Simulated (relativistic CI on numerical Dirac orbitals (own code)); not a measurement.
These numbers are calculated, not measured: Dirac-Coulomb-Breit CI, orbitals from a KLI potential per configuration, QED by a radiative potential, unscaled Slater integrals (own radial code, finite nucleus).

The strongest absorption lines from the ground level of an ion, among the configurations computed and to levels below about 494 eV (vacuum wavelength in nm, gf): 5.3058 (4.7), 5.3087 (2.2), 5.3167 (3.4), 5.5468 (0.17), 6.8194 (0.19), 7.1878 (1.2), 7.2198 (2), 7.2226 (0.44).

**Question.** Which ion is it?
A. Tb31+
B. Ir43+
C. Lu37+
D. Er34+

**Answer.** C. Lu37+ has 34 electrons and the ground level 4s2 4p4 3P_2; the strongest line goes to 4s2 4p3 4d 3D°_3. The pattern of lines fixes the number of electrons, and along that sequence the line energies rise steadily with the charge (about as its square where n changes within one kind of shell, about linearly where n is kept but much faster in heavy ions where fine structure, which grows about as Z⁴, sets the gap, and irregularly where shells cross), which fixes Z. Configurations outside the model, such as inner-shell arrays, can give stronger lines. At this charge energies of transitions that change n are usually good to better than 1 %, and those within a shell (Δn = 0) to a few per cent.

LS names give the leading component of a level, which can be under half, so a name can repeat, a term be missing and a line seem to break the LS rules.
